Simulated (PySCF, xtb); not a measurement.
CH7O2PSi, SMILES O[Si](O)(C)P.

The structure is a stationary point at PBE0-D3(BJ)/def2-SVP. This is a generated structure with no PubChem entry under its InChIKey; it may be hypothetical. One conformer was computed; it need not be the lowest.

Level of theory: C-PCM-B3LYP/def2-SVP (PySCF).

The values are the electrostatic part of the solvation free energy, E(continuum) − E(gas) at the gas-phase geometry, in a cavity of scaled van der Waals radii (PySCF's table); cavitation and dispersion terms are not included. In vacuum the orbital gap is 7.60 eV. The dipole moment in vacuum is 1.53 D.

Computed values in water (ε = 78.36), diethylether (ε = 4.24), methanol (ε = 32.61):
| solvent | ε | ΔG(elec) (kcal/mol) | dipole (D) | gap (eV) |
|---|---|---|---|---|
| water | 78.36 | -7.5 | 1.99 | 7.83 |
| diethylether | 4.24 | -5.7 | 1.86 | 7.79 |
| methanol | 32.61 | -7.4 | 1.97 | 7.83 |

For comparison, GFN2-xTB/ALPB(water) (xtb, at the GFN2-xTB geometry, all terms of that model) gives -7.9 kcal/mol.
